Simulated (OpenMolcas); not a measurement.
**Fe²⁺: effect of the basis set**

```
Program             : OpenMolcas 26.06
Method              : SS-CASPT2, IPEA 0.25 Eh, imaginary shift 0.1 Eh (closed shells correlated: 3s 3p)
Active space        : 6 electrons in 6 orbitals (3d 4s)
State averaging     : 2S+1 = 5 even, 30 roots; 2S+1 = 7 even, 1 root kept (CI in the orbitals of an earlier block); 2S+1 = 3 even, 122 roots kept (CI in the orbitals of an earlier block, 98 in the spin-orbit step); 2S+1 = 1 even, 96 roots kept (CI in the orbitals of an earlier block, 69 in the spin-orbit step)
Spin-orbit coupling : state interaction with AMFI integrals over the reference wave functions, term energies averaged over their components
```

A. ANO-R1 [5s4p2d1f], X2C, finite nucleus; CASPT2 step roughly 25 core-seconds
B. ANO-R2 [6s5p4d2f1g], X2C, finite nucleus; CASPT2 step roughly 80 core-seconds
C. ANO-R3 [7s5p5d3f2g1h], X2C, finite nucleus; CASPT2 step about 2.6 core-minutes

Energies in cm-1 above 3d6 5D4, the measured ground level; measured values from Corliss and Sugar, J. Phys. Chem. Ref. Data 11, 135 (1982).

| Level | A | B | C | Measured |
| --- | --- | --- | --- | --- |
| 3d6 5D4 | 0.0 | 0.0 | 0.0 | 0.0 |
| 3d6 5D3 | 483 | 473 | 476 | 436 |
| 3d6 5D2 | 819 | 803 | 806 | 739 |
| 3d6 5D1 | 1034 | 1014 | 1018 | 932 |
| 3d6 5D0 | 1140 | 1117 | 1122 | 1027 |
| 3d6 3P2(1) | 19090 | 18690 | 18380 | 19405 |
| 3d6 3P1(1) | 20510 | 20080 | 19780 | 20688 |
| 3d5 4s 7S3 | 21050 | 24260 | 25300 | 30089 |
| 3d6 3P0(1) | 21100 | 20660 | 20360 | 21208 |
| 3d6 3H6 | 21110 | 20020 | 19560 | 20051 |
| 3d6 3H5 | 21350 | 20250 | 19790 | 20301 |
| 3d6 3H4 | 21480 | 20400 | 19940 | 20482 |
| 3d6 3F4(1) | 21920 | 21060 | 20690 | 21462 |
| 3d6 3F3(1) | 22140 | 21290 | 20930 | 21700 |
| 3d6 3F2(1) | 22300 | 21450 | 21100 | 21857 |
| 3d6 3G5 | 25710 | 24270 | 23860 | 24559 |
| 3d6 3G4 | 26120 | 24680 | 24280 | 24941 |
| 3d6 3G3 | 26320 | 24870 | 24470 | 25142 |
| 3d6 1G4(1) | 31940 | 30360 | 29850 | 30886 |
| 3d6 3D2 | 31940 | 30040 | 29690 | 30716 |
| 3d6 3D1 | 31940 | 30040 | 29680 | 30726 |
| 3d6 1I6 | 31990 | 30370 | 29670 | 30356 |
| 3d6 3D3 | 32110 | 30190 | 29840 | 30858 |
| 3d5 4s 5S2 | 32510 | 34780 | 35570 | 41000 |

Deviations, from unrounded energies. A percentage is the sum of absolute deviations over the sum of measured energies, with the sign that they share, or ± where signs differ.

```tsv
Against measurement	Levels	A	B	C
mean absolute deviation (cm-1)	23	1400	820	1000
fine structure of the ground term (%)	4	+10.9	+8.7	+9.2
other terms of the ground configuration (%)	17	±3.6	±1.6	-3.2
other configurations (%)	2	-24.7	-16.9	-14.4
```

B lies closest to measurement on these levels and A furthest from it. The largest miss of B in the table is 3d5 4s 5S2, by -6200 cm-1. The ranking rests on the paired levels alone, and a cruder setting can come out closer through cancelling errors.

Among A to C the level of the table that moves most is 3d5 4s 7S3, by 4300 cm-1 (lowest in A, highest in C). Moves below CASPT2's spread within the term are not significant.

CASPT2 does not keep the components of a term degenerate, so their means are used; among the terms shown or strongly mixed into the levels shown the widest spread is 860 cm-1 (3d6 1G(1), B). Over all roots computed the reference weight is 0.88 to 0.94 in B, 0.88 to 0.94 in C; the roots of lowest weight are the least certain, and an intruder state may touch them. Some high roots are left out of the spin-orbit mixing, which shifts the levels that they would mix with. Terms from blocks run as CI alone lack orbitals of their own. A single d shell beside an s shell can misplace configurations of different d count against each other. The CASPT2 spread within a term exceeds the gap to the next term for 3d6 1G(1) and 3d6 1I, 3d6 1I and 3d6 3D, so the order of their levels is uncertain (figures for A; the like holds for B, C). Some levels mix across a computed gap that differs much from the measured one, so their mixing is not that of the real levels (holds for A; B). Measured partners are found by configuration, term and J. A level has none where our copy of the source lacks it or the pairing is in doubt (some pairs that miss far off the trend of their configuration count as doubtful), and it then counts in no deviation. Only configurations of the active space appear. Levels that lie high or do not pair safely by name in every column are left out.

A number in round brackets counts repeated terms of one configuration in the order of the reference energies.
